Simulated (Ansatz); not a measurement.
System: H2BO, charge 0, doublet. H2BO (SMILES B[O], doublet).
B3LYP-D3(BJ)/def2-TZVP minimum from Ansatz (a first-principles code):
```xyz
4

B      0.0438    -0.0198     0.5998
H     -0.8593     0.3906     1.2918
H      1.0358    -0.4704     1.1249
O     -0.0495     0.0223    -0.6769
```
Charge 0, spin multiplicity 2.

Total energies in cc-pVDZ, 11 correlated electrons, 2 frozen orbitals. Radicals and triplets start from unrestricted determinants; spin-orbit coupling is neglected. Correlated methods leave the cores frozen. No relativity.

```
method    program  energy (Eh)  minus CCSDTQ (mEh)
--------  -------  -----------  ------------------
HF         Ansatz   -100.70692              273.15
MP2        Ansatz   -100.93861               41.46
CCSD       Ansatz   -100.97168                8.39
CCSD(T)    Ansatz   -100.97834                1.73
CCSDT(Q)   Ansatz   -100.98013               -0.06
CCSDTQ     Ansatz   -100.98007                0.00
```
